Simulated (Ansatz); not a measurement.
**Nudged elastic band run: C2H6FNOSi**

input.yaml

```yaml
crystal:
  periodic: [false, false, false]
  atoms:
    - { symbol: C, position_ang: [0.884798, -1.447892, 1.261713] }
    - { symbol: O, position_ang: [0.37322, -0.957245, 0.033181] }
    - { symbol: C, position_ang: [-0.101379, 0.300142, 0.028886] }
    - { symbol: "N", position_ang: [-0.095975, 1.020398, 1.068921] }
    - { symbol: Si, position_ang: [-0.740375, 0.788344, -1.682088] }
    - { symbol: F, position_ang: [-1.263242, 2.314788, -1.482944] }
    - { symbol: H, position_ang: [1.219954, -2.473892, 1.07002] }
    - { symbol: H, position_ang: [0.108163, -1.435155, 2.040536] }
    - { symbol: H, position_ang: [1.723188, -0.827264, 1.610741] }
    - { symbol: H, position_ang: [-0.494989, 1.940437, 0.871432] }
    - { symbol: H, position_ang: [-1.88174, -0.059089, -2.097124] }
    - { symbol: H, position_ang: [0.345277, 0.781126, -2.689275] }
basis:
  gaussian: { orbitals: def2-SVP }
hamiltonian:
  xc: cam_b3lyp
  dispersion: d4
neb:
  order_check: false
  images: 8
  f_tol: 0.03
  max_iterations: 50
  initial_path: idpp
  climbing: false
  final_atoms:
    - { symbol: C, position_ang: [0.8207831, -1.29836085, 1.24746213] }
    - { symbol: O, position_ang: [0.31363332, -0.82780436, 0.0182052] }
    - { symbol: C, position_ang: [-0.17189928, 0.43873961, -0.0439932] }
    - { symbol: "N", position_ang: [-0.23739149, 1.29530811, 0.88119631] }
    - { symbol: Si, position_ang: [-0.77894406, 0.8069801, -1.79747085] }
    - { symbol: F, position_ang: [-1.37903052, 2.30570549, -1.84526736] }
    - { symbol: H, position_ang: [1.15598687, -2.32794195, 1.07779205] }
    - { symbol: H, position_ang: [0.04440325, -1.29656042, 2.03096946] }
    - { symbol: H, position_ang: [1.67674272, -0.6923233, 1.58916693] }
    - { symbol: H, position_ang: [0.12698342, 0.96752497, 1.78009345] }
    - { symbol: H, position_ang: [-1.85387509, -0.14740149, -2.16062017] }
    - { symbol: H, position_ang: [0.35950776, 0.72083207, -2.74353495] }
```

Run as:

```bash
$ ansatz run input.yaml --threads 2 --pin off --max-ram 3072MiB --backend cpu --events-out ev --progress --plain --runs-dir out
```

Output, in part (warnings, iteration lines, the closing report on the highest movable image, with atoms numbered from 0):

```
NEB end point (image 0): max|allowed force component| = 6.035e-3 eV/Å (the criterion of neb.relax_end_points is 1.000e-2)
NEB end point (image 9): max|allowed force component| = 6.628e-3 eV/Å (the criterion of neb.relax_end_points is 1.000e-2)
NEB iter   1: max|band force component| = 3.615e0 eV/Å  barrier→ = 1.9917 eV  barrier← = 1.7792 eV  Δτ_max = 0.1981 Å  (294 SCF iters)
NEB iter   2: max|band force component| = 1.745e0 eV/Å  barrier→ = 1.5427 eV  barrier← = 1.3302 eV  Δτ_max = 0.1027 Å  (293 SCF iters)
NEB iter   3: max|band force component| = 1.392e0 eV/Å  barrier→ = 1.4173 eV  barrier← = 1.2047 eV  Δτ_max = 0.1858 Å  (268 SCF iters)
NEB iter   4: max|band force component| = 8.007e-1 eV/Å  barrier→ = 1.1525 eV  barrier← = 0.9399 eV  Δτ_max = 0.1792 Å  (265 SCF iters)
NEB iter   5: max|band force component| = 1.066e0 eV/Å  barrier→ = 1.0271 eV  barrier← = 0.8146 eV  Δτ_max = 0.0978 Å  (263 SCF iters)
NEB iter   6: max|band force component| = 5.786e-1 eV/Å  barrier→ = 1.0107 eV  barrier← = 0.7982 eV  Δτ_max = 0.0656 Å  (263 SCF iters)
NEB iter   7: max|band force component| = 2.028e-1 eV/Å  barrier→ = 1.0040 eV  barrier← = 0.7915 eV  Δτ_max = 0.0384 Å  (260 SCF iters)
NEB iter   8: max|band force component| = 1.397e-1 eV/Å  barrier→ = 1.0059 eV  barrier← = 0.7933 eV  Δτ_max = 0.0468 Å  (254 SCF iters)
NEB iter   9: max|band force component| = 1.743e-1 eV/Å  barrier→ = 1.0084 eV  barrier← = 0.7959 eV  Δτ_max = 0.0204 Å  (243 SCF iters)
NEB iter  10: max|band force component| = 1.738e-1 eV/Å  barrier→ = 1.0049 eV  barrier← = 0.7924 eV  Δτ_max = 0.0235 Å  (241 SCF iters)
NEB iter  11: max|band force component| = 1.592e-1 eV/Å  barrier→ = 1.0022 eV  barrier← = 0.7897 eV  Δτ_max = 0.0117 Å  (242 SCF iters)
NEB iter  12: max|band force component| = 8.130e-2 eV/Å  barrier→ = 1.0001 eV  barrier← = 0.7876 eV  Δτ_max = 0.0207 Å  (229 SCF iters)
NEB iter  13: max|band force component| = 6.138e-2 eV/Å  barrier→ = 0.9994 eV  barrier← = 0.7869 eV  Δτ_max = 0.0054 Å  (224 SCF iters)
NEB iter  14: max|band force component| = 4.368e-2 eV/Å  barrier→ = 0.9990 eV  barrier← = 0.7865 eV  Δτ_max = 0.0077 Å  (195 SCF iters)
NEB iter  15: max|band force component| = 2.262e-2 eV/Å  barrier→ = 0.9984 eV  barrier← = 0.7859 eV  Δτ_max = 0.0000 Å  (441 SCF iters)
Total energy: -16291.48219734 eV, -598.7009279892 hartree
Atom 0 at     0.723439    -1.400087     1.285856 Å, force    -0.001667    -0.003666    -0.007281 eV/Å
Atom 1 at     0.299842    -0.928862     0.023858 Å, force     0.002839    -0.007403    -0.010452 eV/Å
Atom 2 at    -0.124696     0.372876    -0.034449 Å, force    -0.014909     0.025188     0.002134 eV/Å
Atom 3 at    -0.163215     1.141922     0.924108 Å, force     0.062782    -0.095644     0.088345 eV/Å
Atom 4 at    -0.626572     0.755909    -1.828147 Å, force     0.002785    -0.003268    -0.000350 eV/Å
Atom 5 at    -1.148719     2.290183    -1.853753 Å, force    -0.001421     0.004040     0.003560 eV/Å
Atom 6 at     1.031170    -2.443651     1.150097 Å, force    -0.001015    -0.002744    -0.006673 eV/Å
Atom 7 at    -0.091519    -1.342809     2.024999 Å, force     0.001274     0.001550    -0.005936 eV/Å
Atom 8 at     1.569143    -0.806400     1.667953 Å, force    -0.002779    -0.000830    -0.004846 eV/Å
Atom 9 at    -0.192370     1.778300     1.687650 Å, force    -0.048787     0.082573    -0.065550 eV/Å
Atom 10 at    -1.737899    -0.120751    -2.273108 Å, force     0.000515     0.001685     0.004078 eV/Å
Atom 11 at     0.538295     0.648068    -2.741066 Å, force     0.000382    -0.001481     0.002970 eV/Å
Dipole moment:     0.157824    -0.202058     0.398795 e Å
```

The run converged. No image climbed, so the highest image needn't sit at the top of the path.

Final band (atoms are numbered from 1 in the order of the input):

```
image  path coordinate (Å)  energy (eV)  angle C3–N4–H10 (°)
    0                 0.00         0.00                  111
    1                 0.25         0.01                  112
    2                 0.51         0.09                  117
    3                 0.76         0.29                  129
    4                 1.02         0.69                  151
    5                 1.27         1.00                  179
    6                 1.53         0.78                  153
    7                 1.78         0.43                  131
    8                 2.03         0.26                  119
    9                 2.29         0.21                  114
```

Time of the run: 7.1 min on 2 threads of Arm Neoverse V2, with other jobs on the host, peak memory 0.34 GiB.
